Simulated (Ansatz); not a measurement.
Consider the cleavage of the Si–Si bond: `N[Si]([SiH3])(Cl)Cl` + `NN` → `NN[SiH3]` + `N[SiH](Cl)Cl`.

Gas-phase electronic energies from Ansatz, PBE0-D4/def2-TZVP geometries. CCSD(T)/CBS is the MP2 limit (def2-TZVPP, def2-QZVPP) plus CCSD(T) − MP2 in def2-TZVPP, frozen cores. This one scheme is used for every species. DFT in def2-TZVPP. Each species was taken in one conformer, which may not be the lowest.

| level | ΔE (kJ/mol) | difference from CCSD(T)/CBS |
| --- | --- | --- |
| r2SCAN-D4 | -37.5 | 2.8 |
| B97M-V | -37.2 | 3.1 |
| CAM-B3LYP-D4 | -46.4 | -6.1 |
| PBE | -27.2 | 13.1 |
| revPBE | -25.4 | 14.9 |
| PBE0 | -32.3 | 8.0 |
| r2SCAN0 | -41.1 | -0.8 |
| CCSD(T)/def2-SVP | -42.5 | -2.2 |
| MP2/def2-QZVPP | -48.0 | -7.7 |
| SCS-MP2/def2-QZVPP | -50.5 | -10.2 |
| CCSD(T)/CBS | -40.3 | 0 |

Largest T1 diagnostic among the species: 0.011.

In def2-TZVPP, CCSD(T) changes the Hartree–Fock value by +17.5 kJ/mol (the triples alone add +2.8 kJ/mol) and MP2 by +10.7 kJ/mol. From BLYP to BHLYP (50 % exact exchange), in def2-TZVPP and without D4, ΔE moves by −10.6 kJ/mol. The D4 term adds +6.0 kJ/mol with B3LYP and +3.6 kJ/mol with PBE0; it sums over pairs of atoms, weighted by their polarisabilities, and B3LYP, whose exchange is more repulsive, gets the larger term.

CCSD(T)/CBS has its own doubt, a few kJ/mol and more with outer-core shells, so smaller differences from it don't rank the levels.

B3LYP here is the variant with VWN-RPA as its local correlation; programs differ in this.
